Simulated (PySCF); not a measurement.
SMILES c1ccc([se]1)Cc1ccc[se]1, GFN2-xTB optimised geometry.

```
19

C      2.50    -2.14    -3.72
C      1.51    -3.04    -3.95
Se     0.53    -3.42    -2.42
C      1.67    -2.23    -1.53
C      1.48    -1.87    -0.08
C      0.58    -0.67     0.00
C     -0.78    -0.67     0.00
C     -1.38     0.62     0.00
C     -0.50     1.65    -0.01
Se     1.26     1.08    -0.02
C      2.58    -1.69    -2.38
H      3.17    -1.80    -4.48
H      1.27    -3.51    -4.88
H      1.02    -2.70     0.45
H      2.45    -1.65     0.37
H     -1.35    -1.58     0.00
H     -2.45     0.75     0.01
H     -0.74     2.70    -0.01
H      3.32    -0.97    -2.05
```

Density from PBE/def2-SVP run with PySCF at that geometry.

Minimum of the electron density along straight lines between bonded atoms, close to the bond critical point (lines longer than 1.1 times the sum of covalent radii, or with two minima, are not listed):

```json
[
 {"bond": "C1–C2", "length / Å": "1.355", "ρ at the minimum / e bohr⁻³": "0.321", "∇²ρ there / e bohr⁻⁵": "-0.79", "position (fraction from the first atom)": "0.49"},
 {"bond": "C2–Se3", "length / Å": "1.855", "ρ at the minimum / e bohr⁻³": "0.171", "∇²ρ there / e bohr⁻⁵": "-0.19", "position (fraction from the first atom)": "0.48"},
 {"bond": "Se3–C4", "length / Å": "1.874", "ρ at the minimum / e bohr⁻³": "0.166", "∇²ρ there / e bohr⁻⁵": "-0.18", "position (fraction from the first atom)": "0.52"},
 {"bond": "C4–C5", "length / Å": "1.499", "ρ at the minimum / e bohr⁻³": "0.250", "∇²ρ there / e bohr⁻⁵": "-0.55", "position (fraction from the first atom)": "0.51"},
 {"bond": "C5–C6", "length / Å": "1.499", "ρ at the minimum / e bohr⁻³": "0.250", "∇²ρ there / e bohr⁻⁵": "-0.55", "position (fraction from the first atom)": "0.49"},
 {"bond": "C6–C7", "length / Å": "1.359", "ρ at the minimum / e bohr⁻³": "0.320", "∇²ρ there / e bohr⁻⁵": "-0.78", "position (fraction from the first atom)": "0.51"},
 {"bond": "C7–C8", "length / Å": "1.416", "ρ at the minimum / e bohr⁻³": "0.291", "∇²ρ there / e bohr⁻⁵": "-0.69", "position (fraction from the first atom)": "0.50"},
 {"bond": "C8–C9", "length / Å": "1.355", "ρ at the minimum / e bohr⁻³": "0.321", "∇²ρ there / e bohr⁻⁵": "-0.79", "position (fraction from the first atom)": "0.49"},
 {"bond": "C6–Se10", "length / Å": "1.874", "ρ at the minimum / e bohr⁻³": "0.167", "∇²ρ there / e bohr⁻⁵": "-0.18", "position (fraction from the first atom)": "0.48"},
 {"bond": "C9–Se10", "length / Å": "1.855", "ρ at the minimum / e bohr⁻³": "0.171", "∇²ρ there / e bohr⁻⁵": "-0.19", "position (fraction from the first atom)": "0.48"},
 {"bond": "C1–C11", "length / Å": "1.416", "ρ at the minimum / e bohr⁻³": "0.291", "∇²ρ there / e bohr⁻⁵": "-0.69", "position (fraction from the first atom)": "0.50"},
 {"bond": "C4–C11", "length / Å": "1.359", "ρ at the minimum / e bohr⁻³": "0.320", "∇²ρ there / e bohr⁻⁵": "-0.78", "position (fraction from the first atom)": "0.51"},
 {"bond": "C1–H12", "length / Å": "1.077", "ρ at the minimum / e bohr⁻³": "0.280", "∇²ρ there / e bohr⁻⁵": "-1.05", "position (fraction from the first atom)": "0.63"},
 {"bond": "C2–H13", "length / Å": "1.075", "ρ at the minimum / e bohr⁻³": "0.281", "∇²ρ there / e bohr⁻⁵": "-1.06", "position (fraction from the first atom)": "0.64"},
 {"bond": "C5–H14", "length / Å": "1.093", "ρ at the minimum / e bohr⁻³": "0.274", "∇²ρ there / e bohr⁻⁵": "-0.99", "position (fraction from the first atom)": "0.63"},
 {"bond": "C5–H15", "length / Å": "1.093", "ρ at the minimum / e bohr⁻³": "0.274", "∇²ρ there / e bohr⁻⁵": "-0.99", "position (fraction from the first atom)": "0.63"},
 {"bond": "C7–H16", "length / Å": "1.078", "ρ at the minimum / e bohr⁻³": "0.279", "∇²ρ there / e bohr⁻⁵": "-1.03", "position (fraction from the first atom)": "0.63"},
 {"bond": "C8–H17", "length / Å": "1.077", "ρ at the minimum / e bohr⁻³": "0.280", "∇²ρ there / e bohr⁻⁵": "-1.05", "position (fraction from the first atom)": "0.63"},
 {"bond": "C9–H18", "length / Å": "1.075", "ρ at the minimum / e bohr⁻³": "0.281", "∇²ρ there / e bohr⁻⁵": "-1.07", "position (fraction from the first atom)": "0.64"},
 {"bond": "C11–H19", "length / Å": "1.078", "ρ at the minimum / e bohr⁻³": "0.279", "∇²ρ there / e bohr⁻⁵": "-1.03", "position (fraction from the first atom)": "0.63"}
]
```
